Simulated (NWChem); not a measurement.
Molecule: C2H6Si, singlet; SMILES [Si](C)C

Results from NWChem. Pople sets run with spherical d functions. Low-valent species are run as closed-shell singlets; no triplet was tried in these runs. Coordinates come from a PBE0/def2-SVP optimisation. Ions are spin-unrestricted doublets at the neutral geometry; other ion states weren't tried. Functional: LC-ωPBE (HJS hole) with 6-31G*; rows give the range parameter ω in 1/bohr.

For range parameter (1/bohr) 0.20:

```yaml
"−ε(HOMO) (eV)": 7.27
```

Problem. How do the values read with range parameter (1/bohr) 0.35 instead?

Solution. 
* **−ε(HOMO) (eV)**: 8.21
